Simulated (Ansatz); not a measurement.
Reactions of ClH₅O₄Si₂, SMILES `O[SiH](Cl)[Si](O)(O)O`.

Isolated molecules relaxed with PBE0-D4/def2-TZVP in Ansatz; ΔE leaves out vibrations. CCSD(T)/CBS adds triple-zeta CCSD(T) − MP2 to the extrapolated MP2 energy (def2 sets, frozen cores). This one scheme is used for every species. One conformer a species, not always the lowest.

Q: Order these by ΔE at CCSD(T)/CBS, lowest first. (An estimate is asked.)
A. `O[SiH](Cl)[Si](O)(O)O` + `C[SiH](O)N[SiH2]O` → `C[SiH](O)[Si](O)(O)O` + `O[SiH2]N[SiH](O)Cl`
B. `O[SiH](Cl)[Si](O)(O)O` + HCl → `O[SiH](Cl)Cl` + `O[SiH](O)O`
C. `O[SiH](Cl)[Si](O)(O)O` + `C[SiH](O)F` → `O[Si@H](Cl)C[Si@@H](O)F` + `O[SiH](O)O`

A: B (-1.25 eV), C (-0.42 eV), A (+0.06 eV).

Largest T1 diagnostic: 0.012, for `C[SiH](O)[Si](O)(O)O`.
